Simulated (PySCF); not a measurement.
Isomers of C8H13F, mass 128.100 u with the commonest isotopes. Theory: PBE0/pcSseg-1 in PySCF (dipole) on a GFN2-xTB geometry, gas phase. One conformer each, none proved a minimum here; rigid rotors.

**Question.** Order these by rotational constant C, largest first.
A. `F[C@H]1[C@@H]2CCC[C@H]1CC2`
B. `[F:1][CH2:2][C@H:3]1[CH2:4][CH2:5][C:6]12[CH2:7][CH2:8][CH2:9]2` with F1–C2–C3–C4 76°
C. `[CH3:1]/[CH:2]=[C:3]1\[CH2:4][CH2:5][C@H:6]([CH2:7][F:8])[CH2:9]1` with C5–C6–C7–F8 65°, C2–C3–C4–C5 177°, C3–C4–C5–C6 24°, C4–C5–C6–C7 82°, C5–C6–C9–C3 34°
D. `[F:1][CH:2]1[CH2:3][CH2:4][C:5]2([CH2:6][CH2:7]1)[CH2:8][CH2:9]2` with F1–C2–C3–C4 179°, C2–C3–C4–C5 -57°, C3–C4–C5–C6 57°, C4–C5–C6–C7 -57°
E. `[F:1][C@@H:2]1[CH2:3][C@@H:4]2[CH2:5][CH2:6][CH2:7][CH2:8][C@H:9]12` with F1–C2–C3–C4 -139°, C2–C3–C4–C5 142°, C3–C4–C5–C6 -73°, C4–C5–C6–C7 -52°

**Answer.** A (1509 MHz), E (1108 MHz), D (968.2 MHz), B (939.1 MHz), C (836.4 MHz).

**Question.** Order these by rotational constant A, largest first.
A. `[F:1][CH:2]1[CH2:3][CH2:4][C:5]2([CH2:6][CH2:7]1)[CH2:8][CH2:9]2` with F1–C2–C3–C4 179°, C2–C3–C4–C5 -57°, C3–C4–C5–C6 57°, C4–C5–C6–C7 -57°
B. `[F:1][CH2:2][C@H:3]1[CH2:4][CH2:5][C:6]12[CH2:7][CH2:8][CH2:9]2` with F1–C2–C3–C4 76°
C. `F[C@H]1[C@@H]2CCC[C@H]1CC2`
D. `[CH3:1]/[CH:2]=[C:3]1\[CH2:4][CH2:5][C@H:6]([CH2:7][F:8])[CH2:9]1` with C5–C6–C7–F8 65°, C2–C3–C4–C5 177°, C3–C4–C5–C6 24°, C4–C5–C6–C7 82°, C5–C6–C9–C3 34°

**Answer.** A (3445 MHz), D (3325 MHz), B (2708 MHz), C (2429 MHz).

**Question.** Order these by out-of-plane moment Σ m c² = (Ia + Ib − Ic)/2, largest first.
A. `[F:1][CH2:2][C@H:3]1[CH2:4][CH2:5][C:6]12[CH2:7][CH2:8][CH2:9]2` with F1–C2–C3–C4 76°
B. `[F:1][CH:2]1[CH2:3][CH2:4][C:5]2([CH2:6][CH2:7]1)[CH2:8][CH2:9]2` with F1–C2–C3–C4 179°, C2–C3–C4–C5 -57°, C3–C4–C5–C6 57°, C4–C5–C6–C7 -57°
C. `[F:1][C@@H:2]1[CH2:3][CH2:4][CH2:5][C@H:6]1[CH:7]1[CH2:8][CH2:9]1` with C5–C6–C7–C8 -159°, F1–C2–C3–C4 -96°, C2–C3–C4–C5 -39°, C3–C4–C5–C6 40°, C4–C5–C6–C7 -149°
D. `[F:1][C@@H:2]1[CH2:3][C@@H:4]2[CH2:5][CH2:6][CH2:7][CH2:8][C@H:9]12` with F1–C2–C3–C4 -139°, C2–C3–C4–C5 142°, C3–C4–C5–C6 -73°, C4–C5–C6–C7 -52°
E. `[CH3:1]/[CH:2]=[C:3]1\[CH2:4][CH2:5][C@H:6]([CH2:7][F:8])[CH2:9]1` with C5–C6–C7–F8 65°, C2–C3–C4–C5 177°, C3–C4–C5–C6 24°, C4–C5–C6–C7 82°, C5–C6–C9–C3 34°
F. `F[C@H]1[C@@H]2CCC[C@H]1CC2`

**Answer.** F (94.31 u·Å²), E (68.18 u·Å²), A (48.94 u·Å²), D (45.34 u·Å²), B (42.56 u·Å²), C (33.95 u·Å²).

| SMILES | point group | Ia (u·Å²) | Ib (u·Å²) | Ic (u·Å²) | κ | μa (D) | μb (D) | μc (D) |
| --- | --- | --- | --- | --- | --- | --- | --- | --- |
| C/C=C1\CC[C@H](CF)C1 | C1 | 151.98 | 588.62 | 604.24 | -0.98 | 1.59 | 0.58 | 0.48 |
| F[C@H]1[C@@H]2CCC[C@H]1CC2 | Cs | 208.05 | 315.43 | 334.86 | -0.80 | 1.90 | 0.00 | 0.05 |
| FC1CCC2(CC1)CC2 | Cs | 146.71 | 460.38 | 521.97 | -0.90 | 1.82 | 0.00 | 0.71 |
| FC[C@H]1CCC12CCC2 | C1 | 186.60 | 449.43 | 538.15 | -0.79 | 1.92 | 0.03 | 0.38 |
| F[C@@H]1CCC[C@H]1C1CC1 | C1 | 185.61 | 429.92 | 547.63 | -0.72 | 0.32 | 1.47 | 0.98 |
| F[C@@H]1C[C@@H]2CCCC[C@@H]21 | C1 | 183.79 | 363.09 | 456.20 | -0.65 | 1.23 | 1.01 | 0.85 |
